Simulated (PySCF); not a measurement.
**Working with the constants of GeSe⁺**

r²SCAN constants of GeSe⁺, ²Π (doublet), unpaired electrons π ↑ (PySCF, no relativity, basis sets Ge def2-TZVPPD, Se def2-TZVPPD; masses 73.9212 and 79.9165 u):

| Quantity | Value |
| --- | --- |
| ωe | 325.2 cm⁻¹ |
| ωexe | 0.764 cm⁻¹ |
| Be | 0.083347 cm⁻¹ |
| αe | 0.000270 cm⁻¹ |
| D (centrifugal) | 2.19e-08 cm⁻¹ |
| De to Ge⁺ + Se | 3.72 eV |

Question: Give the vibrational terms G(v) and spacings up to v = 6.

Answer: G(v) = ωe(v+½) − ωexe(v+½)².

```
v  G(v) (cm⁻¹)  G(v) − G(v−1)  Bv (cm⁻¹)
0        162.4                   0.08321
1        486.1          323.7    0.08294
2        808.2          322.1    0.08267
3       1128.8          320.6    0.08240
4       1447.9          319.1    0.08213
5       1765.5          317.6    0.08186
6       2081.5          316.0    0.08159
```

Question: How well does the Morse estimate ωe²/(4ωexe) reproduce De, and what is D0?

Answer: It gives 4.29 eV, 115 % of the computed De. D0 = De − G(0) = 3.72 − 0.02 = 3.70 eV.

Spin–orbit coupling is left out. For an ion De counts to the pair picked by the measured ionisation energies or electron affinities, which need not be the lowest pair at this level. The state was picked by a PBE0 search and need not be the measured ground state.
